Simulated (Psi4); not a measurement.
Psi4 input (wB97X-D/6-31G*):

```
memory 1500 MB

molecule {
1 1
C    -0.67177200   -1.74697600   -0.02200700
Si    0.00539000   -0.04826900   -0.19694200
C    -1.03233000    1.32414800   -0.81849200
O     1.52705300    0.10114100   -0.70868300
O     0.14053500    0.43232700    1.62526200
H    -1.63350800   -1.74248300    0.49478600
H    -0.83894400   -2.16674000   -1.01749900
H     0.00804300   -2.42174400    0.50311800
H    -0.52513300    2.28660500   -0.72550300
H    -1.99148400    1.37301400   -0.30126300
H    -1.22894900    1.16691500   -1.88200700
H     2.16307600   -0.61539900   -0.79152200
H     0.33145300   -0.22505000    2.31338500
H     0.52390400    1.28987800    1.87406300
symmetry c1
no_reorient
no_com
}

set {
  basis 6-31G*
  reference rks
  scf_type pk
  dft_radial_points 99
  dft_spherical_points 590
  e_convergence 1e-8
  d_convergence 1e-7
  maxiter 150
}

e = energy('wb97x-d')
print_out(f'\nFINAL {e:.10f} DIPOLE {variable("CURRENT DIPOLE")[0]:.6f} {variable("CURRENT DIPOLE")[1]:.6f} {variable("CURRENT DIPOLE")[2]:.6f}\n')
```

Output:

```
   => Loading Basis Set <=

    Name: 6-31G*
    Role: ORBITAL
    Keyword: BASIS
    atoms 1, 3 entry C          line   111 file 6-31gs.gbs
    atoms 2    entry SI         line   268 file 6-31gs.gbs
    atoms 4-5  entry O          line   145 file 6-31gs.gbs
    atoms 6-14 entry H          line    44 file 6-31gs.gbs

   => WB97X-D: Empirical Dispersion <=

    Chai and Head-Gordon Dispersion Correction
    Chai, J.-D.; Head-Gordon, M. (2010), J. Chem. Phys., 132: 6615-6620

        s6 =       1.000000

         ---------------------------------------------------------
                                   SCF
               by Justin Turney, Rob Parrish, Andy Simmonett
                          and Daniel G. A. Smith
                              RKS Reference
         ---------------------------------------------------------

  ==> Geometry <==

    Molecular point group: c1
    Full point group: C1

    Geometry (in Angstrom), charge = 1, multiplicity = 1:

       Center              X                  Y                   Z               Mass
    ------------   -----------------  -----------------  -----------------  -----------------
         C           -0.671772000000    -1.746976000000    -0.022007000000    12.000000000000
         SI           0.005390000000    -0.048269000000    -0.196942000000    27.976926534650
         C           -1.032330000000     1.324148000000    -0.818492000000    12.000000000000
         O            1.527053000000     0.101141000000    -0.708683000000    15.994914619570
         O            0.140535000000     0.432327000000     1.625262000000    15.994914619570
         H           -1.633508000000    -1.742483000000     0.494786000000     1.007825032230
         H           -0.838944000000    -2.166740000000    -1.017499000000     1.007825032230
         H            0.008043000000    -2.421744000000     0.503118000000     1.007825032230
         H           -0.525133000000     2.286605000000    -0.725503000000     1.007825032230
         H           -1.991484000000     1.373014000000    -0.301263000000     1.007825032230
         H           -1.228949000000     1.166915000000    -1.882007000000     1.007825032230
         H            2.163076000000    -0.615399000000    -0.791522000000     1.007825032230
         H            0.331453000000    -0.225050000000     2.313385000000     1.007825032230
         H            0.523904000000     1.289878000000     1.874063000000     1.007825032230

  Running in c1 symmetry.

  Rotational constants: A =      0.11747  B =      0.10760  C =      0.10539 [cm^-1]
  Rotational constants: A =   3521.78643  B =   3225.64191  C =   3159.42220 [MHz]
  Nuclear repulsion =  264.486483278367700

  Charge       = 1
  Multiplicity = 1
  Electrons    = 50
  Nalpha       = 25
  Nbeta        = 25

  ==> Algorithm <==

  SCF Algorithm Type is PK.
  DIIS enabled.
  MOM disabled.
  Fractional occupation disabled.
  Guess Type is SAD.
  Energy threshold   = 1.00e-08
  Density threshold  = 1.00e-07
  Integral threshold = 1.00e-12

  ==> Primary Basis <==

  Basis Set: 6-31G*
    Blend: 6-31G*
    Number of shells: 50
    Number of basis functions: 97
    Number of Cartesian functions: 97
    Spherical Harmonics?: false
    Max angular momentum: 2

  ==> DFT Potential <==

   => LibXC <=

    Version 7.1.2
    S. Lehtola, C. Steigemann, M. J. T. Oliveira, and M. A. L. Marques,  SoftwareX 7, 1–5 (2018) (10.1016/j.softx.2017.11.002)

   => Composite Functional: WB97X-D <=

    wB97X-D Hyb-GGA Exchange-Correlation Functional

    J.-D. Chai and M. Head-Gordon,  Phys. Chem. Chem. Phys. 10, 6615–6620 (2008) (10.1039/B810189B)

    Deriv               =              1
    GGA                 =           TRUE
    Meta                =          FALSE

    Exchange Hybrid     =           TRUE
    MP2 Hybrid          =          FALSE

   => Exchange-Correlation Functionals <=

    1.0000   wB97X-D range-separated functional

   => Exact (HF) Exchange <=

    0.7780            HF,LR [omega = 0.2000]
    0.2220               HF

   => LibXC Density Thresholds  <==

    XC_HYB_GGA_XC_WB97X_D:  1.00E-14

   => Molecular Quadrature <=

    Radial Scheme          =       TREUTLER
    Pruning Scheme         =           NONE
    Nuclear Scheme         =       TREUTLER

    Blocking Scheme        =         OCTREE
    BS radius alpha        =              1
    Pruning alpha          =              1
    Radial Points          =             99
    Spherical Points       =            590
    Total Points           =         768576
    Total Blocks           =           5313
    Max Points             =            256
    Max Functions          =             95
    Weights Tolerance      =       1.00E-15

  ==> Integral Setup <==

  Using in-core PK algorithm.
   Calculation information:
      Number of atoms:                  14
      Number of AO shells:              50
      Number of primitives:            123
      Number of atomic orbitals:        97
      Number of basis functions:        97

      Integral cutoff                 1.00e-12
      Number of threads:                 1

  Performing in-core PK
  Using 33893643 doubles for integral storage.
  We computed 748949 shell quartets total.
  Whereas there are 813450 unique shell quartets.

  Computing range-separated integrals for PK
  We computed 748949 wK shell quartets total.
  Whereas there are 813450 wK unique shell quartets.

  ==> DiskJK: Disk-Based J/K Matrices <==

    J tasked:                  Yes
    K tasked:                  Yes
    wK tasked:                 Yes
    Omega:               2.000E-01
    Schwarz Cutoff:          1E-12


  Cached 20.0% of DFT collocation blocks in 0.334 [GiB].

  Minimum eigenvalue in the overlap matrix is 8.1064983708E-03.
  Reciprocal condition number of the overlap matrix is 1.2270968420E-03.
    Using symmetric orthogonalization.

  ==> Pre-Iterations <==

  SCF Guess: Superposition of Atomic Densities via on-the-fly atomic UHF (no occupation information).

   -------------------------
    Irrep   Nso     Nmo
   -------------------------
     A         97      97
   -------------------------
    Total      97      97
   -------------------------

  ==> Iterations <==

                        Total Energy        Delta E     RMS |[F,P]|

   @RKS iter SAD:  -520.69696702823921   -5.20697e+02   0.00000e+00
   @RKS iter   1:  -521.00219868809563   -3.05232e-01   8.73511e-03 DIIS/ADIIS
   @RKS iter   2:  -521.08682644006944   -8.46278e-02   7.89780e-03 DIIS/ADIIS
   @RKS iter   3:  -521.30604145523375   -2.19215e-01   1.02135e-03 DIIS/ADIIS
   @RKS iter   4:  -521.30969123516138   -3.64978e-03   2.85453e-04 DIIS/ADIIS
   @RKS iter   5:  -521.31005199455274   -3.60759e-04   6.01365e-05 DIIS
   @RKS iter   6:  -521.31006405083485   -1.20563e-05   2.32218e-05 DIIS
   @RKS iter   7:  -521.31006627344516   -2.22261e-06   3.60748e-06 DIIS
   @RKS iter   8:  -521.31006636189113   -8.84460e-08   8.40657e-07 DIIS
   @RKS iter   9:  -521.31006636694065   -5.04951e-09   1.48981e-07 DIIS
   @RKS iter  10:  -521.31006636716472   -2.24077e-10   2.67179e-08 DIIS
  Energy and wave function converged.

  ==> Post-Iterations <==

   Electrons on quadrature grid:
      Ntotal   =   50.0000001465 ; deviation = 1.465e-07

    Orbital Energies [Eh]
    ---------------------

    Doubly Occupied:

       1A    -66.523253     2A    -19.579562     3A    -19.458682
       4A    -10.455867     5A    -10.445846     6A     -5.628798
       7A     -3.977921     8A     -3.973071     9A     -3.969727
      10A     -1.415447    11A     -1.289447    12A     -0.990901
      13A     -0.962162    14A     -0.918187    15A     -0.865902
      16A     -0.811149    17A     -0.711841    18A     -0.689239
      19A     -0.671667    20A     -0.659734    21A     -0.649821
      22A     -0.642336    23A     -0.618811    24A     -0.598634
      25A     -0.572183

    Virtual:

      26A     -0.094622    27A     -0.046286    28A     -0.021207
      29A      0.002080    30A      0.025886    31A      0.028380
      32A      0.053116    33A      0.069111    34A      0.080433
      35A      0.091242    36A      0.100270    37A      0.107814
      38A      0.143686    39A      0.220048    40A      0.245484
      41A      0.280151    42A      0.286140    43A      0.357279
      44A      0.423701    45A      0.481606    46A      0.510100
      47A      0.610149    48A      0.624114    49A      0.639645
      50A      0.661632    51A      0.678097    52A      0.730826
      53A      0.743807    54A      0.753203    55A      0.787524
      56A      0.801748    57A      0.818319    58A      0.837227
      59A      0.849856    60A      0.863379    61A      0.879020
      62A      0.916986    63A      0.944777    64A      0.959636
      65A      0.978768    66A      0.989342    67A      1.068293
      68A      1.124556    69A      1.173418    70A      1.185158
      71A      1.215193    72A      1.354545    73A      1.520391
      74A      1.550490    75A      1.599504    76A      1.627545
      77A      1.682861    78A      1.706035    79A      1.741728
      80A      1.812435    81A      1.875655    82A      1.988147
      83A      2.070634    84A      2.151348    85A      2.162631
      86A      2.186634    87A      2.200537    88A      2.215768
      89A      2.227922    90A      2.388070    91A      2.406304
      92A      2.574364    93A      2.946290    94A      3.576824
      95A      3.681548    96A      4.095806    97A      4.135806

    Final Occupation by Irrep:
              A
    DOCC [    25 ]
    NA   [    25 ]
    NB   [    25 ]

  @RKS Final Energy:  -521.31006636716472

   => Energetics <=

    Nuclear Repulsion Energy =            264.4864832783677002
    One-Electron Energy =               -1232.4218533148466577
    Two-Electron Energy =                 483.3101182614604454
    DFT Exchange-Correlation Energy =     -36.6794763958259296
    Empirical Dispersion Energy =          -0.0053381963202970
    VV10 Nonlocal Energy =                  0.0000000000000000
    Total Energy =                       -521.3100663671647226

Computation Completed

Properties will be evaluated at   0.000000,   0.000000,   0.000000 [a0]

Properties computed using the SCF density matrix

 Multipole Moments:

 ------------------------------------------------------------------------------------
     Multipole            Electronic (a.u.)      Nuclear  (a.u.)        Total (a.u.)
 ------------------------------------------------------------------------------------

 L = 1.  Multiply by 2.5417464519 to convert [e a0] to [Debye]
 Dipole X            :          0.3526387            0.0000189            0.3526576
 Dipole Y            :         -0.2452120            0.0000113           -0.2452006
 Dipole Z            :          1.5537103            0.0000151            1.5537254
 Magnitude           :                                                    1.6120029

 ------------------------------------------------------------------------------------

FINAL -521.3100663672 DIPOLE 0.352658 -0.245201 1.553725

*** Psi4 exiting successfully. Buy a developer a beer!
```

The dipole moment of an ion depends on the origin.

The geometry given is a B3LYP-D3(BJ)/def2-TZVP minimum.
